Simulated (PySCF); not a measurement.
PySCF job for BaF2, SMILES [F][Ba][F], TDDFT-B3LYP/def2-TZVPD. The structure is a stationary point at B3LYP-D3(BJ)/def2-TZVP. The isomer is the one that the SMILES or the coordinates give; other isomers of the formula were not compared. The def2 effective core potentials stand for the cores of Ba; spin–orbit coupling is left out.

```python
import numpy as np
from pyscf import gto, scf, dft, tdscf

mol = gto.M(
    atom='''
    Ba    0.00000000   -0.00000000    0.26847313
    F     0.00000000   -1.93453492   -0.83524974
    F     0.00000000    1.93453493   -0.83524973
    ''',
    basis='def2-TZVPD',
    ecp={'Ba': 'def2-tzvp'},
    charge=0,
    spin=0,
    symmetry=True,
    max_memory=1600,
    verbose=4,
)
mf = dft.RKS(mol, xc='b3lyp').density_fit(auxbasis='def2-universal-jkfit')
mf.grids.level = 3
mf.conv_tol = 1e-9
mf.max_cycle = 100
mf.kernel()
mf.grids = dft.Grids(mol).set(level=1).build(with_non0tab=True)  # coarser grid for the response kernel
td = tdscf.TDDFT(mf)
td.singlet = True
td.nstates = 10
td.conv_tol = 1e-4
td.positive_eig_threshold = 1e-6
td.kernel(x0=td.get_init_guess(mf, 15))
td.analyze()
tt = tdscf.TDA(mf)
tt.singlet = False
tt.nstates = 4
tt.conv_tol = 1e-4
tt.positive_eig_threshold = 1e-6
tt.kernel(x0=tt.get_init_guess(mf, 9))
tt.analyze(verbose=3)
```

Log of the run:

```
PySCF version 2.14.0

[INPUT] verbose = 4
[INPUT] num. atoms = 3
[INPUT] num. electrons = 28
[INPUT] charge = 0
[INPUT] spin (= nelec alpha-beta = 2S) = 0
[INPUT] symmetry True subgroup None
[INPUT] Mole.unit = angstrom
[INPUT] Symbol           X                Y                Z      unit          X                Y                Z       unit  Magmom
[INPUT]  1 Ba     0.000000000000   0.000000000000   0.268473130000 AA    0.000000000000   0.000000000000   0.507340687505 Bohr   0.0
[INPUT]  2 F      0.000000000000  -1.934534920000  -0.835249740000 AA    0.000000000000  -3.655741177207  -1.578393254214 Bohr   0.0
[INPUT]  3 F      0.000000000000   1.934534930000  -0.835249730000 AA    0.000000000000   3.655741196105  -1.578393235317 Bohr   0.0

nuclear repulsion = 53.8451155893249
point group symmetry = C2v
symmetry origin: [0.00000000e+00 2.29831558e-09 1.27684198e-09]
symmetry axis x: [-1. -0. -0.]
symmetry axis y: [0.00000000e+00 1.00000000e+00 1.94871324e-09]
symmetry axis z: [ 0.00000000e+00 -1.94871324e-09  1.00000000e+00]
num. orbitals of irrep A1 = 45
num. orbitals of irrep A2 = 17
num. orbitals of irrep B1 = 22
num. orbitals of irrep B2 = 36
number of shells = 42
number of NR pGTOs = 170
number of NR cGTOs = 120
basis = def2-TZVPD
ecp = {'Ba': 'def2-tzvp'}


[settings echo left out]
init E= -219.711489546873
HOMO (B2) = -0.645118516769411  LUMO (A1) = -0.243628875961395  gap/eV = 10.92509
cycle= 1 E= -225.206463775945  delta_E= -5.49  |g|= 1.14  |ddm|= 7.29
HOMO (B2) = -0.0645979437892678  LUMO (A1) = -0.0619572849826567  gap/eV = 0.07186
cycle= 2 E= -223.422787200197  delta_E= 1.78  |g|= 3.38  |ddm|=  2.3
HOMO (B2) = -0.296204813604598  LUMO (A1) = -0.0521596795370094  gap/eV = 6.64081
cycle= 3 E= -225.435523762182  delta_E= -2.01  |g|= 0.104  |ddm|= 1.83
HOMO (B2) = -0.289302945489743  LUMO (A1) = -0.0650735269099023  gap/eV = 6.10159
cycle= 4 E= -225.437762783663  delta_E= -0.00224  |g|= 0.062  |ddm|= 0.186
HOMO (B2) = -0.290561058118951  LUMO (A1) = -0.062401543647514  gap/eV = 6.20854
cycle= 5 E= -225.438368455456  delta_E= -0.000606  |g|= 0.0151  |ddm|= 0.0375
HOMO (B2) = -0.292564016370233  LUMO (A1) = -0.0619616348029375  gap/eV = 6.27501
cycle= 6 E= -225.438412231576  delta_E= -4.38e-05  |g|= 0.00305  |ddm|= 0.0113
HOMO (B2) = -0.292922183639041  LUMO (A1) = -0.0620766981576715  gap/eV = 6.28163
cycle= 7 E= -225.438413897509  delta_E= -1.67e-06  |g|= 0.000374  |ddm|= 0.00226
HOMO (B2) = -0.29297662070661  LUMO (A1) = -0.0620788751842092  gap/eV = 6.28305
cycle= 8 E= -225.438413925303  delta_E= -2.78e-08  |g|= 5.56e-05  |ddm|= 0.000379
HOMO (B2) = -0.2929826792491  LUMO (A1) = -0.0620780622667603  gap/eV = 6.28323
cycle= 9 E= -225.438413925833  delta_E= -5.3e-10  |g|= 2.74e-06  |ddm|= 4.12e-05
HOMO (B2) = -0.292982980393197  LUMO (A1) = -0.0620782699511082  gap/eV = 6.28324
Extra cycle  E= -225.438413925833  delta_E= 5.68e-14  |g|= 1.84e-06  |ddm|= 3.53e-06
converged SCF energy = -225.438413925833
tot grids = 19480
Overwritten attributes  positive_eig_threshold  of <class 'pyscf.tdscf.rks.TDDFT'>


******** <class 'pyscf.tdscf.rks.TDDFT'> for <class 'pyscf.df.df_jk.DFSymAdaptedRKS'> ********
nstates = 10 singlet
deg_eia_thresh = 1.000e-03
wfnsym = None
conv_tol = 0.0001
eigh lindep = 1e-12
eigh level_shift = 0
eigh max_cycle = 100


Excitation energies (eV)
[5.39761491 5.72665186 5.88042898 6.07978068 6.10544248 6.28349484
 6.59848739 6.61628791 6.93816356 6.97523469]

** Singlet excitation energies and oscillator strengths **
Excited State   1:   B2      5.39761 eV    229.70 nm  f=0.0012
      14 -> 15       -0.70364
Excited State   2:   A1      5.72665 eV    216.50 nm  f=0.0009
      13 -> 15       -0.70286
Excited State   3:   B1      5.88043 eV    210.84 nm  f=0.0091
      12 -> 15        0.70284
Excited State   4:   A2      6.07978 eV    203.93 nm  f=0.0000
      11 -> 15        0.70231
Excited State   5:   B2      6.10544 eV    203.07 nm  f=0.0178
      10 -> 15        0.70121
Excited State   6:   A1      6.28349 eV    197.32 nm  f=0.0072
       9 -> 15        0.69951
Excited State   7:   A2      6.59849 eV    187.90 nm  f=0.0000
      14 -> 16        0.69219
      14 -> 19       -0.13490
Excited State   8:   B2      6.61629 eV    187.39 nm  f=0.0008
      14 -> 17        0.69797
Excited State   9:   B1      6.93816 eV    178.70 nm  f=0.0000
      13 -> 16       -0.69067
      13 -> 19        0.13191
Excited State  10:   A1      6.97523 eV    177.75 nm  f=0.0076
      12 -> 16       -0.16855
      13 -> 17       -0.67422

** Transition electric dipole moments (AU) **
state          X           Y           Z        Dip. S.      Osc.
  1         0.0000     -0.0971      0.0000      0.0094      0.0012
  2         0.0000      0.0000     -0.0784      0.0062      0.0009
  3         0.2512      0.0000      0.0000      0.0631      0.0091
  4         0.0000     -0.0000     -0.0000      0.0000      0.0000
  5        -0.0000      0.3451      0.0000      0.1191      0.0178
  6         0.0000      0.0000      0.2167      0.0470      0.0072
  7        -0.0000     -0.0000     -0.0000      0.0000      0.0000
  8        -0.0000      0.0708      0.0000      0.0050      0.0008
  9        -0.0021     -0.0000     -0.0000      0.0000      0.0000
 10         0.0000      0.0000     -0.2112      0.0446      0.0076

WARN: ECP detected. Skipping calculation of transition velocity and magnetic dipole moments, which have not yet been implemented.

Overwritten attributes  positive_eig_threshold  of <class 'pyscf.tdscf.rks.TDA'>


******** <class 'pyscf.tdscf.rks.TDA'> for <class 'pyscf.df.df_jk.DFSymAdaptedRKS'> ********
nstates = 4 triplet
deg_eia_thresh = 1.000e-03
wfnsym = None
conv_tol = 0.0001
eigh lindep = 1e-12
eigh level_shift = 0
eigh max_cycle = 100


Excitation energies (eV)
[5.36829819 5.70711652 5.85412902 6.05298936]

** Triplet excitation energies and oscillator strengths **
Excited State   1:   B2      5.36830 eV    230.96 nm  f=0.0000
Excited State   2:   A1      5.70712 eV    217.24 nm  f=0.0000
Excited State   3:   B1      5.85413 eV    211.79 nm  f=0.0000
Excited State   4:   A2      6.05299 eV    204.83 nm  f=0.0000
```

The run converged.
